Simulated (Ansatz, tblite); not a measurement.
Removing and adding an electron: BeBr2 (the lowest singlet isomer of a short search). Total charge 0; singlet. Geometry: PBE-D4/def2-TZVP. Ansatz, gas phase; energy differences of separate SCF runs; the oxidised species was run as a doublet alone; the reduced species was run as a doublet alone.

Cartesian coordinates in Å:
```
Be 0.000 0.000 0.000
Br -1.431 -1.300 0.323
Br 1.431 1.300 -0.323
```

The xTB rows come from tblite. Correlated methods freeze 18 core orbitals; core or outer-core shells of Br are correlated, in sets that lack core-valence functions. In CCSD on the charge 1 doublet the largest single amplitude is 0.37, so its Hartree–Fock determinant may place the open shell otherwise than the density functionals do. HOMO above LUMO, or a gap near zero within one spin, warns that the state may not be the lowest or that an electron is smeared out. The structure comes from a short search, and lower isomers may exist.

```json
{"level": "GFN1-xTB", "−HOMO (eV)": "11.05", "vertical IE (eV)": "15.39", "−LUMO (eV)": "5.21", "vertical EA (eV)": "1.27", "HOMO–LUMO gap (eV)": "5.83", "IE − EA (eV)": "14.12", "remarks": "–"}
{"level": "PBE-D4/def2-TZVP", "−HOMO (eV)": "7.58", "vertical IE (eV)": "10.60", "−LUMO (eV)": "1.34", "vertical EA (eV)": "–", "HOMO–LUMO gap (eV)": "6.24", "IE − EA (eV)": "–", "remarks": "gap within one spin near zero (+1 doublet)"}
{"level": "r2SCAN-D4/def2-TZVPD", "−HOMO (eV)": "7.94", "vertical IE (eV)": "–", "−LUMO (eV)": "0.95", "vertical EA (eV)": "-0.41", "HOMO–LUMO gap (eV)": "6.99", "IE − EA (eV)": "–", "remarks": "HOMO above zero (-1 doublet)"}
{"level": "PBE0-D4/def2-TZVP", "−HOMO (eV)": "8.85", "vertical IE (eV)": "10.98", "−LUMO (eV)": "0.60", "vertical EA (eV)": "–", "HOMO–LUMO gap (eV)": "8.25", "IE − EA (eV)": "–", "remarks": "–"}
{"level": "PBE0-D4/def2-TZVPD", "−HOMO (eV)": "8.88", "vertical IE (eV)": "–", "−LUMO (eV)": "0.73", "vertical EA (eV)": "-0.36", "HOMO–LUMO gap (eV)": "8.15", "IE − EA (eV)": "–", "remarks": "HOMO above zero (-1 doublet)"}
{"level": "CCSD/def2-TZVPP", "−HOMO (eV)": "–", "vertical IE (eV)": "11.39", "−LUMO (eV)": "–", "vertical EA (eV)": "–", "HOMO–LUMO gap (eV)": "–", "IE − EA (eV)": "–", "remarks": "–"}
```

(1) Estimate the rows for GFN2-xTB, HF/def2-TZVPP, PBE-D4/def2-TZVPD, r2SCAN-D4/def2-TZVP, MP2/def2-TZVPP, CCSD(T)/def2-TZVPP.

Results:

(1) 
```tsv
level	−HOMO (eV)	vertical IE (eV)	−LUMO (eV)	vertical EA (eV)	HOMO–LUMO gap (eV)	IE − EA (eV)	remarks
GFN2-xTB	12.19	15.55	6.33	2.46	5.86	13.09	–
HF/def2-TZVPP	–	10.63	–	–	–	–	–
PBE-D4/def2-TZVPD	7.62	–	1.40	-0.25	6.22	–	HOMO above zero (-1 doublet)
r2SCAN-D4/def2-TZVP	7.93	10.85	0.91	–	7.02	–	–
MP2/def2-TZVPP	–	11.61	–	–	–	–	–
CCSD(T)/def2-TZVPP	–	11.37	–	–	–	–	–
```

Relaxing the oxidised species (PBE-D4/def2-TZVP) changes its energy by -0.02 eV at PBE-D4/def2-TZVP, so the adiabatic ionisation energy to this nearest minimum is 10.58 eV. At PBE0-D4/def2-TZVP it is 10.98 eV. The gap within one spin of the relaxed charge 1 doublet nearly closes, so an electron or hole may be smeared out by delocalisation error.     A HOMO above zero means that the electron is unbound at that level or that self-interaction error raises the level; the energy of removing that electron tells which. Raw xTB energy differences between charge states are shifted by several eV; the methods need an empirical correction for them. A negative affinity means that the extra electron isn't bound; its size then hangs on the basis.
